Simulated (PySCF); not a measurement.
C₄H₆OSe, SMILES C1=C[Se]CCO1. The structure is a stationary point at PBE-D3(BJ)/def2-SVP. One conformer was computed; it need not be the lowest.

### Question
Give the equilibrium geometry at PBE-D3(BJ)/def2-SVP (PySCF confirms it by a frequency run) as bond lengths and angles. (An estimate is asked for; the answer gives what the named calculation found.)

### Answer
This is not unique; one that fits is 
Atoms: C1 C2 Se3 C4 C5 O6 H7 H8 H9 H10 H11 H12. Bond lengths (Å): C1–C2 1.353, C1–O6 1.363, C1–H7 1.102, C2–Se3 1.906, C2–H8 1.099, Se3–C4 1.970, C4–C5 1.527, C4–H9 1.107, C4–H10 1.108, C5–O6 1.426, C5–H11 1.113, C5–H12 1.109. Bond angles (°): C2–C1–O6 128.2, C2–C1–H7 121.0, O6–C1–H7 110.7, C1–C2–Se3 125.1, C1–C2–H8 119.3, Se3–C2–H8 115.5, C2–Se3–C4 93.0, Se3–C4–C5 110.7, Se3–C4–H9 106.9, Se3–C4–H10 109.1, C5–C4–H9 110.5, C5–C4–H10 110.7, H9–C4–H10 108.9, C4–C5–O6 113.9, C4–C5–H11 109.9, C4–C5–H12 110.0, O6–C5–H11 109.7, O6–C5–H12 104.9, H11–C5–H12 108.2, C1–O6–C5 117.6.
